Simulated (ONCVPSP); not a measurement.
**W (Z = 74), ONCV: configuration errors across variants**

```json
{
  "Element": "W",
  "Generator": "ONCVPSP 4.0.1",
  "Type": "optimised norm-conserving Vanderbilt (ONCV)",
  "Functional": "PBE",
  "Relativity": "fully relativistic",
  "Frozen core": "[Kr] 4d10 4f14 5s2",
  "Valence charge": "12",
  "Reference configuration": "5p6 5d4 6s1.5 (charge +0.5)",
  "Partial waves": "6s: rc 2.55 bohr, ncon 4, nbas 7, qcut 2.2 1/bohr, 2 projectors, debl 2.6 Ha; 5p: rc 1.30 bohr, ncon 4, nbas 8, qcut 5.5 1/bohr, 2 projectors, debl 3.2 Ha; 5d: rc 2.45 bohr, ncon 5, nbas 10, qcut 6.6 1/bohr, 2 projectors, debl 3.4 Ha",
  "Local potential": "polynomial inside 1.00 bohr (lpopt 5, dvloc0 0 Ha)",
  "Core correction": "none"
}
```

Open shells are filled in proportion to 2j + 1.

All-electron excitation energies from the reference (eV): (1) 5p6 5d4 6s2 -3.636; (2) 5p6 5d4 6s1 5.253; (3) 5p6 5d4 6s0 20.935; (4) 5p6 5d4.5 6s1.5 -2.943.

1 further variants failed, have other tests or too few solved ones, and are left out.

A true bound ghost makes a file unfit for plane-wave use even where its test errors are small: the radial tests pick states by their node count and pass the ghost by.

Errors AE − PS in meV (a dash: test not solved or not reliable):

```csv
change,(1),(2),(3),(4),bound ghosts,GHOST(+) flags above zero
base,-0.9,-0.8,-4.2,-0.7,s,"s, p3/2, p1/2"
p: rc 1.88,-0.9,-0.8,-4.0,-0.7,s,"s, p3/2"
s: debl 1.05,-1.0,-0.9,-4.2,-0.9,s,"s, p3/2, p1/2"
"local potential polynomial inside 1.20 bohr (lpopt 5, dvloc0 0 Ha)",-0.9,-0.9,-4.3,-0.8,s,s
d: qcut 9.5,-0.8,-0.7,-3.1,-0.7,"s, d3/2","s, p3/2, d5/2, p1/2"
"s: ncon 3, nbas 6",-0.9,-0.3,-2.3,-0.2,s,"s, p3/2, p1/2"
```

Task: Give the same row for: local potential polynomial inside 1.00 bohr (lpopt 5, dvloc0 6 Ha).

Result: -0.9, -0.9, -4.3, -0.8; bound ghosts: s; GHOST(+) flags above zero: s.
